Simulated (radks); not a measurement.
The numbers below are computed, except where a source is named.
Hf, configuration [Xe] 4f14 5d0.75 6s2 6p1.25 (fractional occupations, a model configuration). Level of theory: scalar-relativistic Kohn-Sham, r2SCAN, spin-unpolarised, spherical densities, finite nucleus; meta-GGA in the generalised Kohn-Sham scheme; Fermi nuclear charge, rms radius 5.347 fm (a radial shooting solver on a logarithmic mesh with Libxc functionals).

Normalised radial functions P(r) = r R(r), r in bohr:

r               4d       6p
0.0009489   0.0000   0.0004
0.001533    0.0001   0.0008
0.002458    0.0002   0.0018
0.003941    0.0007   0.0039
0.006319    0.0023   0.0083
0.01021     0.0084   0.0173
0.01637     0.0284   0.0326
0.02625     0.0889   0.0529
0.04208     0.2456   0.0634
0.068       0.5561   0.0298
0.109       0.8622  -0.0555
0.1748      0.5912  -0.0808
0.2802     -0.6096   0.0628
0.4528     -1.5199   0.1137
0.726      -0.9986  -0.1276
1.164      -0.2448  -0.2100
1.866      -0.0184   0.1223
3.016      -0.0002   0.4942
4.835      0.0000   0.4599
7.751      0.0000   0.1794
12.43      0.0000   0.0261

4d: eigenvalue -214.89 eV, 1 radial node at r = 0.227 bohr, <r> = 0.535 bohr, 90 % of the charge inside 0.804 bohr. 6p: eigenvalue -2.520 eV, 4 radial nodes at r = 0.0817, 0.237, 0.584, 1.63 bohr, <r> = 4.40 bohr, 90 % of the charge inside 6.58 bohr.
